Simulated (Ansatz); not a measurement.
The lowest doublet and quartet of HSi (SMILES [SiH]); geometries from B3LYP-D3(BJ)/def2-TZVP, each state relaxed from the structure named, with no frequency check.
Doublet (charge 0, multiplicity 2):
```xyz
2

Si     0.00000     0.00000    -0.10197
H      0.00000     0.00000     1.42756
```
Quartet (charge 0, multiplicity 4):
```xyz
2

Si     0.0000     0.0000    -0.1004
H      0.0000     0.0000     1.4055
```

A positive gap puts the quartet lower; no zero-point energy. U- takes an unrestricted doublet. The quartet is unrestricted in single-reference levels. Active spaces average the two states.

Correlated levels freeze the cores.

Codes used: Ansatz (a quantum-chemistry and plane-wave program) with Gaussian orbitals. Values without a source in brackets are computed.

```tsv
level	gap E(doublet) − E(quartet), adiabatic (eV)
U-HF/cc-pV(T+d)Z	-0.979
U-B3LYP/def2-TZVPP	-1.884
U-BHLYP/def2-TZVPP	-1.865
U-wB97X-V/def2-TZVPP	-1.913
U-B2PLYP/def2-TZVPP	-1.805
U-MP2/cc-pV(Q+d)Z	-1.512
U-CCSD(T)/cc-pV(Q+d)Z	-1.672
FIC-NEVPT4(SD) on SA-CASSCF(5,5)/cc-pV(Q+d)Z	___
FCI/cc-pV(D+d)Z	___
```

### Question
Complete the blanks.

### Answer

- FIC-NEVPT4(SD) on SA-CASSCF(5,5)/cc-pV(Q+d)Z, gap E(doublet) − E(quartet), adiabatic (eV): -1.734
- FCI/cc-pV(D+d)Z, gap E(doublet) − E(quartet), adiabatic (eV): -1.575
